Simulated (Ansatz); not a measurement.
Computed with Ansatz.

Basis-set series for H₂I₂O₂Zr, SMILES `[OH][Zr]([OH])([I])[I]`. The species carries charge 0 and has multiplicity 1. Zr, I: def2 effective core potential. The geometry is a stationary point of PBE0-D4/def2-TZVP. It is one conformer, not always the lowest.

```tsv
functional	basis	functions	energy (Eh)	HOMO (eV)	LUMO (eV)
PBE0-D4	def2-TZVPP	246	-794.34418	-7.44	-1.85
PBE0-D4	def2-QZVPP	419	-794.35815	-7.46	-1.86
ωB97M-V	def2-TZVPP	246	-794.32144	-9.47	0.04
ωB97M-V	def2-QZVPP	419	-794.33480	-9.49	0.02
```

Give the rows for def2-SVP. (An estimate is asked.)

The calculation gave: 
```
functional     basis  functions  energy (Eh)  HOMO (eV)  LUMO (eV)
   PBE0-D4  def2-SVP        121   -794.12853      -7.38      -1.77
   ωB97M-V  def2-SVP        121   -794.10052      -9.38       0.15
```

Positive LUMOs are unbound and depend on the basis.
